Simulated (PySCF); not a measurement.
## Bromine: a sound run and one with changed settings

Sound run: Br²⁺ [Ar] 3d10 4s2 4p3, Br³⁺ [Ar] 3d10 4s2 4p2. Computed with PySCF 2.14 in cc-pVDZ-PP with ECP10MDF (4s3p2d, 23 functions), with a scalar-relativistic core potential. In the sound run the correlated levels freeze 3s2 3p6 3d10 outside the core potential. The sound run starts from symmetry-adapted Hartree-Fock orbitals and uses a fine grid where one is needed.

Changed run: initial guess 1e, at most 50 SCF cycles.

```csv
species,method,sound run (hartree),changed run (hartree),converged
Br²⁺,UHF,-414.33728,-414.33728,yes
Br²⁺,TPSS,-415.49231,-415.49231,yes
Br²⁺,CCSD(T),-414.40981,-414.40981,yes
Br³⁺,LDA,-413.67126,-413.67126,yes
Br³⁺,MP2,-413.10957,-413.10957,yes
```

Here the plain start reaches the same solutions.
